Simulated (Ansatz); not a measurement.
BH₈Si₃, SMILES `[SiH2]B([SiH3])[SiH3]` radical. The species carries charge 0 and has multiplicity 2.

Cartesian coordinates in Å:
```
Si -1.829 0.379 0.930
B -0.160 0.033 0.082
Si 0.978 -1.475 0.727
Si 0.427 1.184 -1.441
H -2.782 1.450 0.536
H -2.374 -0.381 2.084
H 2.349 -0.992 1.062
H 1.119 -2.495 -0.354
H 0.436 -2.169 1.930
H 1.674 1.914 -1.067
H -0.582 2.202 -1.853
H 0.743 0.351 -2.637
```

(1) List the harmonic frequencies (cm⁻¹, unscaled) at PBE0-D4/def2-TZVP in Ansatz. (An estimate is asked.)

(2) Is this a minimum?

(3) Give the ideal-gas thermochemistry at 298.15 K and 1 bar (rigid rotor, harmonic oscillator; point group C2, symmetry number 2).

(4) And at 400, 500, 600, 800 and 1000 K?

Answers

(1) The calculation gave: 22, 68, 112, 113, 191, 214, 361, 441, 496, 522, 547, 575, 592, 842, 885, 886, 905, 930, 943, 947, 947, 966, 2192, 2193, 2198, 2199, 2199, 2201, 2223, 2241.

(2) Yes, all 30 modes are real.

(3) Zero-point energy 180.3 kJ/mol; H(298) − E = 206.7 kJ/mol; entropy 398.2 J/(mol·K), of which translation 166.7, rotation 111.6, vibration 114.1, electronic 5.8; G(298) − E = 88.0 kJ/mol. Modes under 100 cm⁻¹ are hindered rotations or soft bends, so the harmonic entropy is rough.

(4) 
```csv
T (K),H − E (kJ/mol),S (J/mol/K),G − E (kJ/mol)
400,221.9,441.7,45.2
500,238.9,479.6,-0.9
600,257.6,513.7,-50.6
800,299.0,573.0,-159.4
1000,344.3,623.5,-279.2
```
